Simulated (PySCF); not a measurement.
**Electric field gradients and quadrupole coupling constants**

Species: C₆H₁₁NO₂Si.
Geometry (GFN2-xTB, Å), atoms numbered from 1 in this order:
```xyz
21
C6H11NO2Si angstrom
C      2.9176   -0.3306   -0.2037
C      1.9508    0.5279    0.0560
C      0.9615    0.3723    1.1659
C     -0.4755    0.3691    0.5955
C     -1.3965    0.1218    1.7146
N     -2.1108   -0.0670    2.5866
O     -0.7003    1.6396    0.0506
C     -1.9654    1.8189   -0.5588
O     -0.6518   -0.6042   -0.3801
Si    -0.5883   -2.2267   -0.3186
H      3.0723   -1.2144    0.3939
H      3.6049   -0.1798   -1.0180
H      1.8056    1.4095   -0.5517
H      1.1245   -0.5576    1.7132
H      1.0324    1.2176    1.8547
H     -1.9568    2.8340   -0.9490
H     -2.7753    1.7062    0.1699
H     -2.1103    1.1075   -1.3756
H     -0.9823   -2.4946   -1.6912
H     -1.5230   -2.7370    0.6858
H      0.7579   -2.6955    0.0127
```

Field gradients from the PBE0/pcSseg-1 density (PySCF, non-relativistic), principal values in atomic units, ordered |Vxx| ≤ |Vyy| ≤ |Vzz|:

```
atom      Vxx      Vyy      Vzz
  N6   0.4767   0.5362  -1.0129
  O7  -0.0592  -1.9489   2.0081
  O9  -0.4968  -1.2313   1.7282
```

Find the asymmetry η = (Vxx − Vyy)/Vzz and the couplings χ = eQV/h (234.96 MHz × Q in barn × V in au), with Q(14N) = 0.02044 b, Q(17O) = −0.0256 b.

| atom | environment | nucleus | η | χzz (MHz) | χxx (MHz) | χyy (MHz) |
| --- | --- | --- | --- | --- | --- | --- |
| N6 | nitrile nitrogen | 14N | 0.06 | -4.864 | 2.289 | 2.575 |
| O7 | ether oxygen | 17O | 0.94 | -12.08 | 0.36 | 11.72 |
| O9 | silyl ether oxygen | 17O | 0.43 | -10.39 | 2.99 | 7.41 |

At O7 η is above 0.9: Vyy and Vzz are nearly equal in size and opposite in sign, so a small change could swap them and flip the sign of χzz. The tensor is traceless: Vxx + Vyy + Vzz = 0.

What is Vzz at N6 in SI units (1 au = 9.71736 × 10²¹ V/m²)?

-1.0129 au = -9.842 × 10²¹ V/m².

And the gradient at the other heavy atoms, for which no coupling is worked out here?

```csv
atom,environment,Vzz (au),η
C1,terminal =CH2 carbon,0.306,0.42
C2,alkene CH carbon,0.320,0.66
C3,allylic carbon,0.116,0.54
C4,sp3 carbon bearing two oxygens,-0.315,0.40
C5,nitrile carbon,-0.403,0.03
C8,methoxy carbon,0.446,0.06
Si10,oxygen-bound silicon,0.630,0.16
```

Were the hydrogens deuterons (Q(2H) = 0.00286 b), χzz would run from 105 kHz (H20) to 228 kHz (H12).

Geometry: GFN2-xTB, one conformer, isolated molecule. GFN2-xTB bond lengths can be off by several hundredths of an ångström, more for odd bonds, and the gradients follow them. The basis is small and wasn't made for field gradients, so the couplings can be 20 % off.
